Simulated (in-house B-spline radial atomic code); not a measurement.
Orbital energies and mean radii along the 19-electron series, configuration [Ar] 3d1. The effective charge is n√(-2ε), a non-relativistic measure. Computed with a radial B-spline atomic code at the basis-set limit: Dirac-Hartree-Fock, average of the configuration, finite nuclei.

```json
{"ion": "Cu10+", "Z": "29", "energy of 3d5/2 (Eh)": "-9.746", "mean radius of 3d5/2 (bohr)": "0.62593", "energy of 2s1/2 (Eh)": "-52.198", "mean radius of 2s1/2 (bohr)": "0.23313", "effective charge of 3d5/2": "13.245"}
{"ion": "Zn11+", "Z": "30", "energy of 3d5/2 (Eh)": "-11.372", "mean radius of 3d5/2 (bohr)": "0.5878", "energy of 2s1/2 (Eh)": "-57.457", "mean radius of 2s1/2 (bohr)": "0.22412", "effective charge of 3d5/2": "14.307"}
{"ion": "Ga12+", "Z": "31", "energy of 3d5/2 (Eh)": "-13.111", "mean radius of 3d5/2 (bohr)": "0.55437", "energy of 2s1/2 (Eh)": "-62.986", "mean radius of 2s1/2 (bohr)": "0.21575", "effective charge of 3d5/2": "15.362"}
{"ion": "Ge13+", "Z": "32", "energy of 3d5/2 (Eh)": "-14.963", "mean radius of 3d5/2 (bohr)": "0.52476", "energy of 2s1/2 (Eh)": "-68.787", "mean radius of 2s1/2 (bohr)": "0.20796", "effective charge of 3d5/2": "16.411"}
{"ion": "As14+", "Z": "33", "energy of 3d5/2 (Eh)": "-16.927", "mean radius of 3d5/2 (bohr)": "0.49831", "energy of 2s1/2 (Eh)": "-74.86", "mean radius of 2s1/2 (bohr)": "0.20067", "effective charge of 3d5/2": "17.455"}
{"ion": "Se15+", "Z": "34", "energy of 3d5/2 (Eh)": "-19.004", "mean radius of 3d5/2 (bohr)": "0.47454", "energy of 2s1/2 (Eh)": "-81.207", "mean radius of 2s1/2 (bohr)": "0.19385", "effective charge of 3d5/2": "18.495"}
{"ion": "Br16+", "Z": "35", "energy of 3d5/2 (Eh)": "?", "mean radius of 3d5/2 (bohr)": "?", "energy of 2s1/2 (Eh)": "?", "mean radius of 2s1/2 (bohr)": "?", "effective charge of 3d5/2": "?"}
{"ion": "Kr17+", "Z": "36", "energy of 3d5/2 (Eh)": "-23.493", "mean radius of 3d5/2 (bohr)": "0.43346", "energy of 2s1/2 (Eh)": "-94.729", "mean radius of 2s1/2 (bohr)": "0.18144", "effective charge of 3d5/2": "20.564"}
{"ion": "Rb18+", "Z": "37", "energy of 3d5/2 (Eh)": "-25.905", "mean radius of 3d5/2 (bohr)": "0.41557", "energy of 2s1/2 (Eh)": "-101.91", "mean radius of 2s1/2 (bohr)": "0.17577", "effective charge of 3d5/2": "21.594"}
{"ion": "Sr19+", "Z": "38", "energy of 3d5/2 (Eh)": "-28.429", "mean radius of 3d5/2 (bohr)": "0.39915", "energy of 2s1/2 (Eh)": "-109.36", "mean radius of 2s1/2 (bohr)": "0.17043", "effective charge of 3d5/2": "22.621"}
{"ion": "Zr21+", "Z": "40", "energy of 3d5/2 (Eh)": "-33.812", "mean radius of 3d5/2 (bohr)": "0.37002", "energy of 2s1/2 (Eh)": "-125.13", "mean radius of 2s1/2 (bohr)": "0.16058", "effective charge of 3d5/2": "24.67"}
{"ion": "Nb22+", "Z": "41", "energy of 3d5/2 (Eh)": "-36.671", "mean radius of 3d5/2 (bohr)": "0.35703", "energy of 2s1/2 (Eh)": "-133.44", "mean radius of 2s1/2 (bohr)": "0.15604", "effective charge of 3d5/2": "25.692"}
{"ion": "Mo23+", "Z": "42", "energy of 3d5/2 (Eh)": "-39.641", "mean radius of 3d5/2 (bohr)": "0.34495", "energy of 2s1/2 (Eh)": "-142.04", "mean radius of 2s1/2 (bohr)": "0.15173", "effective charge of 3d5/2": "26.712"}
{"ion": "Tc24+", "Z": "43", "energy of 3d5/2 (Eh)": "?", "mean radius of 3d5/2 (bohr)": "?", "energy of 2s1/2 (Eh)": "?", "mean radius of 2s1/2 (bohr)": "?", "effective charge of 3d5/2": "?"}
{"ion": "Ru25+", "Z": "44", "energy of 3d5/2 (Eh)": "-45.916", "mean radius of 3d5/2 (bohr)": "0.32312", "energy of 2s1/2 (Eh)": "-160.11", "mean radius of 2s1/2 (bohr)": "0.14373", "effective charge of 3d5/2": "28.749"}
{"ion": "Rh26+", "Z": "45", "energy of 3d5/2 (Eh)": "?", "mean radius of 3d5/2 (bohr)": "?", "energy of 2s1/2 (Eh)": "?", "mean radius of 2s1/2 (bohr)": "?", "effective charge of 3d5/2": "?"}
{"ion": "Pd27+", "Z": "46", "energy of 3d5/2 (Eh)": "-52.636", "mean radius of 3d5/2 (bohr)": "0.30393", "energy of 2s1/2 (Eh)": "-179.36", "mean radius of 2s1/2 (bohr)": "0.13645", "effective charge of 3d5/2": "30.781"}
{"ion": "Ag28+", "Z": "47", "energy of 3d5/2 (Eh)": "-56.163", "mean radius of 3d5/2 (bohr)": "0.29518", "energy of 2s1/2 (Eh)": "-189.44", "mean radius of 2s1/2 (bohr)": "0.13305", "effective charge of 3d5/2": "31.795"}
{"ion": "Cd29+", "Z": "48", "energy of 3d5/2 (Eh)": "-59.802", "mean radius of 3d5/2 (bohr)": "0.28693", "energy of 2s1/2 (Eh)": "-199.82", "mean radius of 2s1/2 (bohr)": "0.1298", "effective charge of 3d5/2": "32.809"}
{"ion": "In30+", "Z": "49", "energy of 3d5/2 (Eh)": "-63.552", "mean radius of 3d5/2 (bohr)": "0.27913", "energy of 2s1/2 (Eh)": "-210.51", "mean radius of 2s1/2 (bohr)": "0.12668", "effective charge of 3d5/2": "33.822"}
{"ion": "Sn31+", "Z": "50", "energy of 3d5/2 (Eh)": "-67.414", "mean radius of 3d5/2 (bohr)": "0.27174", "energy of 2s1/2 (Eh)": "-221.5", "mean radius of 2s1/2 (bohr)": "0.12369", "effective charge of 3d5/2": "34.835"}
```

**Question.** Fill in the row of Br16+.

**Answer.** energy of 3d5/2 (Eh): -21.192; mean radius of 3d5/2 (bohr): 0.45303; energy of 2s1/2 (Eh): -87.829; mean radius of 2s1/2 (bohr): 0.18746; effective charge of 3d5/2: 19.531.

**Question.** Fill in the row of Tc24+.

**Answer.** energy of 3d5/2 (Eh): -42.723; mean radius of 3d5/2 (bohr): 0.33367; energy of 2s1/2 (Eh): -150.93; mean radius of 2s1/2 (bohr): 0.14763; effective charge of 3d5/2: 27.731.

**Question.** Fill in the row of Rh26+.

**Answer.** energy of 3d5/2 (Eh): -49.22; mean radius of 3d5/2 (bohr): 0.31323; energy of 2s1/2 (Eh): -169.59; mean radius of 2s1/2 (bohr): 0.14; effective charge of 3d5/2: 29.765.

**Question.** How does the screening of 3d5/2 change?

**Answer.** Z less the effective charge goes from 15.76 at Z = 29 to 15.17 at Z = 50.
